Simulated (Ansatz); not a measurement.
`C[SiH](O)[GeH2][OH]` + `N[SiH](O)O` → `[OH][GeH2][NH][SiH](O)O` + `C[SiH2]O`  (cleavage of the Ge–Si bond)

Calculated with Ansatz (gas phase, PBE0-D4/def2-TZVP geometries, no zero-point term in ΔE). CBS: MP2 limit from def2 TZ/QZ plus the TZ coupled-cluster correction, frozen cores. This one scheme is used for every species. DFT in def2-TZVPP. B3LYP here is the variant with VWN-RPA as its local correlation; programs differ in this. For Ge outer-core shells are correlated without core-valence functions, which leaves a few kJ/mol of doubt a bond. Scalar relativity is left out up to krypton. One conformer a species, not always the lowest.

Is it downhill or uphill in electronic energy at CCSD(T)/CBS, and by how much? (Estimate.)

Computed: Downhill: ΔE = -37.3 kJ/mol.

What do these levels give: r2SCAN-D4, B3LYP-D4, B3LYP, HF/def2-TZVPP, MP2/def2-QZVPP, MP2/CBS(def2)? (Estimate.)

The calculation gave: r2SCAN-D4 -32.2, B3LYP-D4 -31.9, B3LYP -27.6, HF/def2-TZVPP -43.7, MP2/def2-QZVPP -43.8, MP2/CBS(def2) -41.8 kJ/mol.

Largest T1 diagnostic among the species: 0.012.

The D4 term adds −4.3 kJ/mol with B3LYP and −2.1 kJ/mol with PBE0; it sums over pairs of atoms, weighted by their polarisabilities, and B3LYP, whose exchange is more repulsive, gets the larger term. From PBE to PBE0 (25 % exact exchange), in def2-TZVPP and without D4, ΔE moves by −5.5 kJ/mol.
